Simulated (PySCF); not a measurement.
How exact exchange moves a shielding

Molecule: SMILES C#C[SiH2][SiH2][SiH3], C₂H₈Si₃.

Molfile (atoms numbered from 1):
```
C2H8Si3
     RDKit          3D

 13 12  0  0  0  0  0  0  0  0999 V2000
    2.4125    1.5743   -0.5545 C   0  0  0  0  0  0  0  0  0  0  0  0
    2.0176    0.5256   -0.0789 C   0  0  0  0  0  0  0  0  0  0  0  0
    1.3299   -1.0135    0.6472 Si  0  0  0  0  0  4  0  0  0  0  0  0
   -0.8689   -0.5289    1.3031 Si  0  0  0  0  0  4  0  0  0  0  0  0
   -2.0160    0.3001   -0.5662 Si  0  0  0  0  0  4  0  0  0  0  0  0
    2.7691    2.4975   -0.9760 H   0  0  0  0  0  0  0  0  0  0  0  0
    2.1874   -1.4529    1.7885 H   0  0  0  0  0  0  0  0  0  0  0  0
    1.3262   -2.0850   -0.3947 H   0  0  0  0  0  0  0  0  0  0  0  0
   -1.5345   -1.7657    1.8233 H   0  0  0  0  0  0  0  0  0  0  0  0
   -0.8457    0.4993    2.3905 H   0  0  0  0  0  0  0  0  0  0  0  0
   -1.3334    1.5342   -1.0594 H   0  0  0  0  0  0  0  0  0  0  0  0
   -2.0028   -0.7297   -1.6508 H   0  0  0  0  0  0  0  0  0  0  0  0
   -3.4357    0.6276   -0.2295 H   0  0  0  0  0  0  0  0  0  0  0  0
  1  2  3  0
  2  3  1  0
  3  4  1  0
  4  5  1  0
  1  6  1  0
  3  7  1  0
  3  8  1  0
  4  9  1  0
  4 10  1  0
  5 11  1  0
  5 12  1  0
  5 13  1  0
M  END
```

GIAO shieldings (ppm, equivalent atoms averaged) in PySCF 2.14.0 with density-fitted response routines on the PBE0-D3(BJ)/def2-SVP geometry, basis pcSseg-1, gas phase, non-relativistic:

```csv
functional,exact exchange (%),σ(Si3),σ(Si5)
BLYP,0,420.1,432.6
BP86,0,430.2,443.2
PBE,0,432.0,445.8
B3LYP,20,431.1,443.6
PBE0,25,445.0,458.4
mPW1PW91,25,442.5,455.0
HF,100,476.6,486.8
```

Task: Fit each shielding as a line in the percentage of exact exchange.

Result: σ(Si3) = 427.6 + 0.50 x (rms 4.7 ppm); σ(Si5) = 440.9 + 0.47 x (rms 5.1 ppm). The functionals also differ in their semilocal parts, which the line can't hold; Hartree–Fock has no correlation at all.

Task: What does the line predict for BHandHLYP (50 %), and what does the run give?

Result: σ(Si3): 452.6 predicted, 447.2 computed; σ(Si5): 464.4 predicted, 459.3 computed ppm.
